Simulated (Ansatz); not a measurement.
Reaction (formal exchange of groups at the Si–Cl bond): `O[SiH](Cl)Br` + CH₄ → `C[SiH](O)Br` + HCl

Isolated molecules relaxed with PBE0-D4/def2-TZVP in Ansatz; ΔE leaves out vibrations. CCSD(T)/CBS is the MP2 limit (def2-TZVPP, def2-QZVPP) plus CCSD(T) − MP2 in def2-TZVPP, frozen cores. This one scheme is used for every species. DFT in def2-TZVPP. B3LYP here is the variant with VWN-RPA as its local correlation; programs differ in this. HSE06 is defined as in plane-wave codes. For Br outer-core shells are correlated without core-valence functions, which leaves a few kJ/mol of doubt a bond. Scalar relativity is left out up to krypton. Each species was taken in one conformer, which may not be the lowest.

`O[SiH](Cl)Br`:

Z-matrix (Å, degrees):
```
Si
Cl 1 2.042
Br 1 2.209 2 107.7
O 1 1.622 2 111.3 3 -122.0
H 1 1.468 2 109.7 3 119.5
H 4 0.959 1 119.2 2 63.3
```

CH₄:

Z-matrix (Å, degrees):
```
C
H 1 1.090
H 1 1.090 2 109.5
H 1 1.090 2 109.5 3 -120.0
H 1 1.090 2 109.5 3 120.0
```

`C[SiH](O)Br`:

Z-matrix (Å, degrees):
```
C
Si 1 1.852
H 1 1.092 2 110.4
H 1 1.093 2 110.0 3 119.8
H 1 1.092 2 111.1 3 -119.9
O 2 1.637 1 113.4 3 -177.9
Br 2 2.235 1 107.6 3 60.6
H 2 1.477 1 112.8 3 -57.9
H 6 0.958 2 118.4 1 -69.2
```

HCl:

Z-matrix (Å, degrees):
```
Cl
H 1 1.279
```

| level | ΔE (kJ/mol) | difference from CCSD(T)/CBS |
| --- | --- | --- |
| LDA (SPW92) | 94.9 | -4.2 |
| PBE-D4 | 99.4 | 0.3 |
| revPBE-D4 | 99.7 | 0.6 |
| BLYP-D4 | 102.1 | 3.0 |
| r2SCAN-D4 | 103.4 | 4.3 |
| B97M-V | 104.9 | 5.8 |
| B3LYP-D4 | 102.1 | 3.0 |
| r2SCANh-D4 | 103.2 | 4.1 |
| r2SCAN0-D4 | 102.7 | 3.6 |
| HSE06-D4 | 99.7 | 0.6 |
| ωB97X-V | 99.5 | 0.4 |
| ωB97M-V | 100.1 | 1.0 |
| B2PLYP | 102.2 | 3.1 |
| PBE-QIDH | 100.7 | 1.6 |
| PBE | 99.5 | 0.4 |
| BLYP | 102.2 | 3.1 |
| r2SCAN | 103.7 | 4.6 |
| PBE0 | 99.7 | 0.6 |
| B3LYP | 102.1 | 3.0 |
| r2SCANh | 103.4 | 4.3 |
| r2SCAN0 | 103.0 | 3.9 |
| HSE06 | 99.8 | 0.7 |
| BHLYP | 103.1 | 4.0 |
| CAM-B3LYP | 100.1 | 1.0 |
| LC-ωPBE | 97.1 | -2.0 |
| RPA@PBE/def2-TZVPP | 92.5 | -6.6 |
| HF/def2-SVP | 104.2 | 5.1 |
| MP2/def2-SVP | 101.0 | 1.9 |
| CCSD/def2-SVP | 97.8 | -1.3 |
| HF/def2-TZVPP | 105.0 | 5.9 |
| MP2/def2-TZVPP | 101.2 | 2.1 |
| SCS-MP2/def2-TZVPP | 100.5 | 1.4 |
| CCSD/def2-TZVPP | 95.6 | -3.5 |
| CCSD(T)/def2-TZVPP | 95.9 | -3.2 |
| HF/def2-QZVPP | 105.0 | 5.9 |
| MP2/def2-QZVPP | 103.1 | 4.0 |
| SCS-MP2/def2-QZVPP | 102.2 | 3.1 |
| HF/CBS(def2) | 105.0 | 5.9 |
| MP2/CBS(def2) | 104.4 | 5.3 |
| CCSD/CBS(def2) | 98.9 | -0.2 |
| CCSD(T)/CBS | 99.1 | 0 |

Largest T1 diagnostic among the species: 0.009.

Leaving LDA and LC-ωPBE aside and taking each functional with its dispersion term where it has one, the values spread over 5.5 kJ/mol, from PBE-D4 to B97M-V. LDA lies −4.7 kJ/mol from PBE without D4. In def2-TZVPP, CCSD(T) changes the Hartree–Fock value by −9.2 kJ/mol (the triples alone add +0.3 kJ/mol) and MP2 by −3.8 kJ/mol.
